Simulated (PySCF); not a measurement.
# Dipole moment and polarisability of benzo[b]thiophene

Benzo[b]thiophene, C8H6S.
Geometry (GFN2-xTB, Å), atoms numbered from 1 in this order:
```
atom  x, y, z in Å
C1    -1.8651   -0.8363    0.0325
C2    -2.0983    0.5327   -0.1006
C3    -1.0491    1.4267   -0.1588
C4     0.2428    0.9294   -0.0819
S5     1.7236    1.8442   -0.1302
C6     2.6510    0.3887    0.0258
C7     1.8969   -0.7256    0.1098
C8     0.4978   -0.4490    0.0512
C9    -0.5826   -1.3309    0.1082
H10   -2.7049   -1.5140    0.0766
H11   -3.1135    0.8958   -0.1585
H12   -1.2212    2.4871   -0.2615
H13    3.7207    0.4675    0.0447
H14    2.2988   -1.7181    0.2098
H15   -0.4012   -2.3903    0.2111
```

Level: PBE0/def2-SVPD (PySCF), static field, nuclei fixed, core orbitals frozen in the response. The polarisability tensor in these axes (au):

```
x   144.97  10.42   1.02
y    10.42 116.29  -4.82
z     1.02  -4.82  61.91
```

Question: Diagonalise the tensor; give its mean and Δα, where Δα² is half the sum of the squared differences of the eigenvalues.

Answer: Principal values 61.45, 113.37 and 148.36 au; mean 107.73 au = 15.96 Å³ = 17.76 × 10⁻⁴⁰ C²·m²/J; Δα = 75.74 au (70 % of the mean).

Question: What is the dipole moment, and where does it point?

Answer: (0.05, -0.67, 0.06) D, 0.68 D in size, pointing from the negative to the positive side. Measured along this direction, the outermost atoms are H12 at the negative end and H15 at the positive end.

Question: In TDDFT the mean static polarisability is Σ f/ω² over all singlet excitations (ω in hartree). How much of it do the 8 lowest give? Their energies (eV) and oscillator strengths: 4.75, 0.0633; 4.98, 0.0162; 5.41, 0.0000; 5.66, 0.2690; 6.01, 0.2773; 6.04, 0.0003; 6.22, 0.0010; 6.42, 0.0819.

Answer: They add up to 15.94 au, 14.8 % of the 107.73 au; the largest single term is 6.21 au, from the state at 5.66 eV. Terms in order: 2.07, 0.48, 0.00, 6.21, 5.68, 0.01, 0.02, 1.47 au. Higher excitations give the rest. The strengths listed sum to 0.709.

Question: Give the principal axes and the span of the nuclei along them.

Answer: Largest value along (0.95, 0.31, -0.01), where the nuclei span 6.72 Å; middle along (-0.31, 0.95, -0.09), 5.11 Å; least along (-0.02, 0.09, 1.00), 0.00 Å. The response follows the extents in order.

Question: Rayleigh depolarisation ratio (linearly polarised light, static tensor)?

Answer: ρ = 3Δα²/(45ᾱ² + 4Δα²) = 17211.8/(522212 + 22949.1) = 0.0316.

Question: Estimate the molar refractivity from the static electronic polarisability.

Answer: Lorentz–Lorenz: R = (4π/3)N_A α = 2.5225 cm³/(mol·Å³) × 15.96 Å³ = 40.3 cm³/mol, in the limit of long wavelengths.

Question: What would n − 1 = 2πNα be for an ideal gas of these molecules at 273.15 K and 1 atm, electronic part alone?

Answer: N = p/kT = 2.6868 × 10¹⁹ cm⁻³, so n − 1 = 2π × N × 15.96 × 10⁻²⁴ cm³ = 2695 × 10⁻⁶ at long wavelengths.

Isolated species at its GFN2-xTB geometry, gas phase.

The run behind these numbers computed excited states as well. Time: 43 s. Hardware: one thread of an Arm Neoverse V1, on a shared host.
